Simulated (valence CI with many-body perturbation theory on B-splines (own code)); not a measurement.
# Level structure of Nd XLVI

Calculated by valence CI with perturbative core correlation (CI+MBPT): five valence electrons over a frozen Dirac-Fock core [Ne], a basis of 9 s, 9 p, 8 d, 6 f, 3 g, 1 h functions for each j, with the one-electron correlation potential Σ1, the two-electron term Σ2, the three-electron term Σ3, Breit, model QED; selected CI, second order for the rest, scaled by the run's own slope (own B-spline code, finite nucleus).

No measured spectrum was set against this ion. As an estimate, large intervals hold to a few tenths of a per cent, small ones and those within an open d or f shell to about a per cent. Among the levels kept, up to 1200 cm⁻¹ of a level comes from second order outside the variational space, and about a tenth of that is noise between levels of different J, which matters for small intervals.

Levels 1 to 33 of 33, with energies above the lowest level, (3s^2 3p1/2^2 3p3/2) J=3/2. "Leading %" is the weight of the configuration and term that name the level; weights of strongly mixed levels are sums over their largest components and can fall short, so below about 35 % the name and the second component can differ from the true leading terms, or belong to a minority configuration. In the jj column 3d3/2^4 stands for four electrons in 3d with j = 3/2. Lifetimes count E1, E2, E3, M1 and M2 decay at the calculated energies, and are blank where another channel may lead or the interval is too uncertain; long ones can be off by a factor of two.

```
No.  Configuration  Term    J  E (× 10³ cm⁻¹)  Leading %      g  Lifetime                     Leading jj
  1        3s2 3p3   2P°  3/2            0.00         46  1.372                3s^2 3p1/2^2 3p3/2 (98 %)
  2        3s2 3p3   4S°  3/2          974.85         54  1.447   55.0 ns      3s^2 3p1/2 3p3/2^2 (98 %)
  3        3s2 3p3   2D°  5/2          1050.1         99  1.192    298 ns      3s^2 3p1/2 3p3/2^2 (99 %)
  4        3s2 3p3   2P°  1/2          1143.6         98  0.655   80.5 ns      3s^2 3p1/2 3p3/2^2 (98 %)
  5     3s2 3p2 3d    2D  3/2          1409.7         37  0.780    202 ps      3s^2 3p1/2^2 3d3/2 (97 %)
  6     3s2 3p2 3d    2D  5/2          1708.3         26  1.234   18.4 ps      3s^2 3p1/2^2 3d5/2 (88 %)
  7         3s 3p4    4P  5/2          2003.5         63  1.440   8.91 ps      3s 3p1/2^2 3p3/2^2 (83 %)
  8        3s2 3p3   2P°  3/2          2129.7         52  1.292   26.1 ns            3s^2 3p3/2^3 (98 %)
  9         3s 3p4    2S  1/2          2179.6         51  2.141   6.35 ps      3s 3p1/2^2 3p3/2^2 (84 %)
 10         3s 3p4    2P  3/2          2181.4         30  1.151   4.17 ps      3s 3p1/2^2 3p3/2^2 (71 %)
 11     3s2 3p2 3d    2F  5/2          2375.5         47  0.957    284 ps  3s^2 3p1/2 3p3/2 3d3/2 (97 %)
 12     3s2 3p2 3d    4F  3/2          2389.1         32  0.918   18.5 ps  3s^2 3p1/2 3p3/2 3d3/2 (93 %)
 13     3s2 3p2 3d    4D  1/2          2392.0         79  0.209    187 ps  3s^2 3p1/2 3p3/2 3d3/2 (98 %)
 14     3s2 3p2 3d    2G  7/2          2450.0         45  1.051   23.9 ns  3s^2 3p1/2 3p3/2 3d3/2 (94 %)
 15     3s2 3p2 3d    4D  7/2          2620.8         47  1.306   2.45 ns  3s^2 3p1/2 3p3/2 3d5/2 (99 %)
 16     3s2 3p2 3d    2D  5/2          2628.7         30  1.208   1.27 ps  3s^2 3p1/2 3p3/2 3d3/2 (77 %)
 17     3s2 3p2 3d    2P  3/2          2659.7         40  1.422   32.0 ps  3s^2 3p1/2 3p3/2 3d5/2 (85 %)
 18     3s2 3p2 3d    2D  3/2          2679.0         27  1.217    724 fs  3s^2 3p1/2 3p3/2 3d3/2 (77 %)
 19     3s2 3p2 3d    2P  1/2          2681.5         39  1.670    978 fs  3s^2 3p1/2 3p3/2 3d3/2 (87 %)
 20     3s2 3p2 3d    2D  5/2          2697.5         36  1.158   10.7 ps  3s^2 3p1/2 3p3/2 3d5/2 (82 %)
 21     3s2 3p2 3d    2G  9/2          2701.0         58  1.196   4.10 μs  3s^2 3p1/2 3p3/2 3d5/2 (98 %)
 22     3s2 3p2 3d    2F  7/2          2849.1         50  1.103   5.39 ps  3s^2 3p1/2 3p3/2 3d5/2 (90 %)
 23     3s2 3p2 3d    2D  5/2          2861.7         39  1.224   2.63 ps  3s^2 3p1/2 3p3/2 3d5/2 (85 %)
 24     3s2 3p2 3d    2D  3/2          2898.6         61  0.940   6.33 ps  3s^2 3p1/2 3p3/2 3d5/2 (90 %)
 25     3s2 3p2 3d    2P  1/2          2915.4         48  1.287   4.43 ps  3s^2 3p1/2 3p3/2 3d5/2 (88 %)
 26         3s 3p4    4P  3/2          3081.9         53  1.393   3.03 ps        3s 3p1/2 3p3/2^3 (74 %)
 27         3s 3p4    2D  5/2          3174.5         62  1.276   3.13 ps        3s 3p1/2 3p3/2^3 (76 %)
 28         3s 3p4    2P  1/2          3303.4         42  1.326   1.59 ps        3s 3p1/2 3p3/2^3 (68 %)
 29         3s 3p4    2P  3/2          3312.9         44  1.147   1.46 ps        3s 3p1/2 3p3/2^3 (74 %)
 30      3s 3p3 3d   4D°  5/2          3363.0         28  1.298   49.4 ps  3s 3p1/2^2 3p3/2 3d3/2 (91 %)
 31      3s 3p3 3d   6D°  3/2          3376.8         31  1.325   30.6 ps  3s 3p1/2^2 3p3/2 3d3/2 (92 %)
 32      3s 3p3 3d   4P°  1/2          3385.3         41  2.551   55.0 ps  3s 3p1/2^2 3p3/2 3d3/2 (92 %)
 33      3s 3p3 3d   6D°  7/2          3414.4         25  1.313   60.8 ps  3s 3p1/2^2 3p3/2 3d3/2 (82 %)
```

The ionisation energy to 3s2 3p2 3P_0 of the next ion comes out as 3664.7 eV (NIST: 3662 ± 4 eV (theoretical)). All 33 levels together are meant to be complete up to 3511.8 × 10³ cm⁻¹.
